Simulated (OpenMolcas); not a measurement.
Sn3+: effect of the level shift or regulariser

| Property | Result |
| --- | --- |
| Program | OpenMolcas |
| Basis | ANO-RCC-VDZP [6s5p3d1f] |
| Scalar Hamiltonian | DKH2, point nucleus |
| Active space | 1 electron in 4 orbitals (5s 5p) |
| State averaging | 2S+1 = 2 even, 1 root; 2S+1 = 2 odd, 3 roots |
| Spin-orbit coupling | state interaction with AMFI integrals over the reference wave functions, term energies averaged over their components |

Methods on the same reference wave functions:
A. CASSCF
B. SS-CASPT2, IPEA 0.25 Eh, imaginary shift 0.1 Eh (closed shells correlated: 4d)
C. SS-CASPT2, IPEA 0.25 Eh, imaginary shift 0.3 Eh (closed shells correlated: 4d)

Energies in cm⁻¹ above 5s ²S_1/2, the measured ground level; measured values from Moore, Atomic Energy Levels, vol. III, NSRDS-NBS 35 (1971 reprint of NBS Circular 467, 1958).

```
     Level      A      B      C  Measured
 5s ²S_1/2    0.0    0.0    0.0       0.0
5p ²P°_1/2  67156  69326  69327     69564
5p ²P°_3/2  73393  75563  75564     76072
```

Deviations, from unrounded energies. A percentage is the sum of absolute deviations over the sum of measured energies, with the sign that they share, or ± where signs differ.

```csv
Against measurement,Levels,A,B,C
mean absolute deviation (cm-1),2,2500,370,370
other configurations (%),2,-3.5,-0.5,-0.5
```

B, C lie about equally close to measurement and A furthest from it. The largest miss of C in the table is 5p ²P°_3/2, by -510 cm-1. The ranking rests on the paired levels alone, and a cruder setting can come out closer through cancelling errors.

Between B and C no level of the table moves by more than 5 cm-1.

The lowest spin-free term lies below A's lowest term by 0.285 hartree in B, 0.285 hartree in C.

The basis is small and was not contracted for so high a charge. With one active electron the reference holds no correlation, so core polarisation is missing (holds for A). With one active electron, CASPT2 adds the correlation within the correlated inactive shells and between them and that electron, and leaves the splitting within a term as the reference gives it (holds for B; C). Computed and measured levels are paired by configuration, term and J; levels that our copy of the source lacks, or whose pairing is in doubt (as where it misses far off the trend of its configuration), stay unpaired and out of the deviations. Only configurations of the active space appear.

° marks odd parity.
